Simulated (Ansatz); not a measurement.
`N[Si]N` and `[NH2][Sn][NH2]` differ in one element.

Ansatz, PBE0-D4/def2-TZVP geometries, multiplicity 1. Each molecule was computed in one conformer, which needn't be the lowest.

Elements past krypton have def2 core potentials.

```
                                          property  `N[Si]N`
             LUMO energy (ωB97M-V/def2-TZVPP) / eV      1.68
size of the dipole moment (ωB97M-V/def2-TZVPP) / D      2.10
             HOMO energy (ωB97M-V/def2-TZVPP) / eV     -8.47
                LUMO energy (PBE0/def2-TZVPP) / eV     -0.26
               HOMO–LUMO gap (PBE/def2-TZVPP) / eV      4.18
             HOMO–LUMO gap (B3LYP/def2-TZVPP) / eV      5.72
```

What does the change do to each property? (Estimate.)

The calculation gave: 
```json
{"property": "LUMO energy (ωB97M-V/def2-TZVPP) / eV", "`[NH2][Sn][NH2]`": "0.55", "shift": "-1.13"}
{"property": "size of the dipole moment (ωB97M-V/def2-TZVPP) / D", "`[NH2][Sn][NH2]`": "0.48", "shift": "-1.62"}
{"property": "HOMO energy (ωB97M-V/def2-TZVPP) / eV", "`[NH2][Sn][NH2]`": "-8.95", "shift": "-0.48"}
{"property": "LUMO energy (PBE0/def2-TZVPP) / eV", "`[NH2][Sn][NH2]`": "-1.12", "shift": "-0.86"}
{"property": "HOMO–LUMO gap (PBE/def2-TZVPP) / eV", "`[NH2][Sn][NH2]`": "3.52", "shift": "-0.66"}
{"property": "HOMO–LUMO gap (B3LYP/def2-TZVPP) / eV", "`[NH2][Sn][NH2]`": "5.02", "shift": "-0.70"}
```

With PBE0 the HOMO falls by 0.28 eV and the LUMO falls by 0.86 eV, so the gap narrows by about 0.58 eV. PBE moves the HOMO by -0.04 eV and ωB97M-V by -0.48 eV. Dipoles are sizes alone; their direction can turn.

B3LYP here is the variant with VWN-RPA as its local correlation; programs differ in this.
